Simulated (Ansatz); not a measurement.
Molecule: HO₂ (charge -1, singlet). SMILES of the parent species: [O]O
Geometry from a B3LYP-D3(BJ)/def2-TZVP (Ansatz, an electronic-structure program) optimisation:
```xyz
3

O      0.7265    -0.3717     0.0118
O     -0.5779     0.4130    -0.0122
H     -1.1888    -0.3307     0.0026
```
Charge -1, spin multiplicity 1.

Parts of the frozen-core correlation energy in STO-3G (Ansatz, hartree). Frozen orbitals: 2; correlated occupied orbitals by spin: 7 and 7; virtual: 2 and 2. Spin-orbit coupling is left out. No relativistic terms.

```
term                            value
-------------------------  ----------
reference (HF)             -147.92856
MP2 opposite-spin            -0.04936
MP2 same-spin                       …
CCSD correlation                    …
(T)                                 …
FCI minus CCSD(T)            -0.00019
T1 diagnostic                   0.009
largest doubles amplitude       0.139
```

Some entries are withheld; supply them.


- MP2 same-spin, value: -0.00303
- CCSD correlation, value: -0.07194
- (T), value: -0.00048
